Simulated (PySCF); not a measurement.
**Radial density of Br²⁸⁺ (bromine, charge +28)**

UHF, [He] 2s2 2p3, high-spin 4S determinant. Computed with PySCF 2.14 in an uncontracted even-tempered set (17 s from 8.7 bohr⁻², ratio 2.2; 11 p from 11 bohr⁻², ratio 2.2; 6 d from 46 bohr⁻², ratio 2.4; 5 f from 69 bohr⁻², ratio 2.4; 4 g from 100 bohr⁻², ratio 2.4), with no relativity, point nucleus.

| r (bohr) | 4πr²ρ (e/bohr) | 4πr²(ρα − ρβ) |
| --- | --- | --- |
| 0.000792 | 0.2198 | 0.0000 |
| 0.00133 | 0.5990 | 0.0000 |
| 0.00224 | 1.590 | 0.0001 |
| 0.00377 | 4.043 | 0.0009 |
| 0.00634 | 9.554 | 0.0064 |
| 0.0107 | 19.97 | 0.0434 |
| 0.0179 | 34.00 | 0.2699 |
| 0.0302 | 41.32 | 1.4221 |
| 0.0507 | 31.37 | 5.7061 |
| 0.0853 | 24.10 | 14.6214 |
| 0.144 | 30.00 | 17.8158 |
| 0.241 | 12.83 | 6.2727 |
| 0.406 | 0.6420 | 0.2775 |
| 0.683 | 0.001184 | 0.0004 |

Spin-orbit coupling is strong in this species (close to jj coupling), so the high-spin LS determinant is a model state, not a physical level.
